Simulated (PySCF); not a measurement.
**Correlation energy of Ca (calcium, neutral)**

[Ar] 4s2, closed-shell 1S. All numbers are calculated (PySCF 2.14, the spin-free X2C one-electron Hamiltonian (Gaussian nucleus), in x2c-TZVPPall). Frozen: [Ar]; 2 electrons correlated.

With two correlated electrons CCSD is exact within the correlated space (frozen core and kept virtual orbitals).

| level | correlation energy (mhartree) |
| --- | --- |
| CCSD | -28.20 |

Diagnostics: T1 = 0.013, D1 = 0.0179, largest double amplitude 0.123.

Cost of the coupled-cluster step: roughly 0.11 core-seconds, for 2 correlated electrons.
